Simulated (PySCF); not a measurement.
MgHF, SMILES [F][MgH].

Geometry: r2SCAN-D4/def2-TZVPD.

Calculation: B3LYP/def2-TZVPD (PySCF).

```yaml
total_energy: -300.64184 hartree
point_group: C∞v
highest_occupied_level: -8.14 eV
lowest_empty_level: -1.29 eV
orbital_gap: 6.85 eV
dipole_moment: 1.51 D
quadrupole, principal values (traceless, Buckingham form, about the centre of nuclear charge): -12.98, 6.49, 6.49 D·Å
mean_static_polarisability: 27.2 bohr³ (4.02 Å³)
polarisability_principal_values: 25.5, 25.5, 30.5 bohr³
```
